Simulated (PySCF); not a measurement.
C3H5BFN, SMILES NB1C=C[C@@H]1F. Atoms are numbered in the order given.

```xyz
11

N      1.9284     0.5445     0.4725
B      0.5612     0.5697     0.1905
C     -0.7308     1.1469     0.8420
C     -1.4466     0.1868     0.1811
C     -0.3845    -0.3268    -0.7724
F     -0.1938    -1.7145    -0.7801
H      2.3543     1.0577     1.2442
H      2.5789    -0.0571    -0.0332
H     -1.0861     1.8845     1.5779
H     -2.4940    -0.1574     0.2928
H     -0.5427     0.0012    -1.8247
```
Charge 0, spin multiplicity 1.

Geometry optimised at PBE-D3(BJ)/def2-SVP. The structure was generated by enumeration; whether it is a known compound was not checked. One conformer was computed; it need not be the lowest.

All values below come from PySCF with PBE-D3(BJ)/def2-SVP.

No scaling factor is applied to the harmonic values.

```csv
mode,ν (cm⁻¹),IR (km/mol),moving atoms (share of kinetic energy)
1,123,10.3,"C 38 %, H 26 %, N 17 %, F 13 %"
2,193,3.8,"F 41 %, N 23 %, C 18 %, H 17 %"
3,310,3.7,"H 30 %, C 29 %, B 21 %, F 13 %"
4,400,7.6,"C 37 %, H 30 %, F 18 %, B 13 %"
5,482,152.3,"H 77 %, N 20 %"
6,565,5.2,"C 39 %, F 21 %, N 15 %, H 13 %, B 11 %"
7,576,0.9,H 95 %
8,626,13.2,"B 49 %, C 16 %, H 15 %, N 14 %"
9,740,19.9,"H 45 %, C 30 %, B 11 %, N 10 %"
10,815,4.8,"H 59 %, C 24 %, N 13 %"
11,827,18.7,"H 50 %, C 44 %"
12,951,15.4,"H 69 %, C 26 %"
13,979,49.2,"C 64 %, H 27 %, F 8 %"
14,989,6.7,"H 88 %, C 9 %"
15,1057,66.1,"C 47 %, B 21 %, H 18 %, F 9 %"
16,1074,15.1,"H 47 %, C 23 %, B 21 %"
17,1109,0.7,"H 44 %, C 44 %"
18,1251,2.0,"H 69 %, C 24 %"
19,1299,43.0,"H 56 %, C 39 %"
20,1434,68.0,"H 50 %, B 42 %"
21,1529,15.9,"C 88 %, H 10 %"
22,1565,211.0,"H 43 %, B 28 %, N 26 %"
23,2973,32.0,H 92 %
24,3049,23.8,"H 92 %, C 8 %"
25,3133,10.6,"H 91 %, C 9 %"
26,3515,35.8,H 96 %
27,3616,32.3,"H 91 %, N 9 %"
```
